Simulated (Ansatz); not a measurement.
Calculated with Ansatz (gas phase, PBE0-D4/def2-TZVP geometries, no zero-point term in ΔE). CCSD(T)/CBS is the MP2 limit (def2-TZVPP, def2-QZVPP) plus CCSD(T) − MP2 in def2-TZVPP, frozen cores. This one scheme is used for every species. DFT in def2-TZVPP. B3LYP here is the variant with VWN-RPA as its local correlation; programs differ in this. For As outer-core shells are correlated without core-valence functions, which leaves a few kJ/mol of doubt a bond. Scalar relativity is left out up to krypton.

Reaction (ligand exchange at a B–C bond): `CBF` + arsine → `FB[AsH2]` + CH₄

`CBF`:

Cartesian coordinates in Å:
```
C -0.041 -0.686 0.026
B 0.059 0.863 -0.028
F -0.717 1.560 -0.847
H -0.782 -1.107 -0.656
H -0.277 -1.004 1.049
H 0.938 -1.128 -0.192
H 0.821 1.502 0.647
```

`[AsH3]`:

Cartesian coordinates in Å:
```
As 0.009 -0.524 -0.359
H -0.551 0.812 -0.825
H -0.716 -0.423 0.975
H 1.257 0.136 0.209
```

`FB[AsH2]`:

Z-matrix (Å, degrees):
```
B
As 1 2.029
F 1 1.319 2 120.0
H 1 1.199 2 122.1 3 174.2
H 2 1.517 1 93.9 3 139.0
H 2 1.517 1 95.7 3 43.3
```

CH₄:

```xyz
5

C     0.000    0.000    0.000
H    -0.115    0.083    1.080
H     0.745   -0.762   -0.228
H     0.325    0.958   -0.405
H    -0.954   -0.279   -0.447
```

| level | ΔE (kJ/mol) | difference from CCSD(T)/CBS |
| --- | --- | --- |
| PBE-D4 | -6.9 | -1.4 |
| B3LYP-D4 | -2.7 | 2.8 |
| BHLYP-D4 | -0.5 | 5.0 |
| CAM-B3LYP-D4 | 1.3 | 6.8 |
| PBE-QIDH | -4.4 | 1.1 |
| PBE | -5.8 | -0.3 |
| PBE0 | -3.5 | 2.0 |
| RPA@PBE/def2-TZVPP | -4.6 | 0.9 |
| CCSD/def2-SVP | 4.8 | 10.3 |
| CCSD(T)/def2-TZVPP | -4.7 | 0.8 |
| CCSD(T)/CBS | -5.5 | 0 |

Largest T1 diagnostic among the species: 0.013.

In def2-TZVPP, CCSD(T) changes the Hartree–Fock value by −8.8 kJ/mol (the triples alone add −2.0 kJ/mol) and MP2 by −11.6 kJ/mol. From BLYP to BHLYP (50 % exact exchange), in def2-TZVPP and without D4, ΔE moves by +4.5 kJ/mol. At CCSD(T), def2-SVP lies +8.7 kJ/mol from the extrapolated value and def2-TZVPP +0.8 kJ/mol.
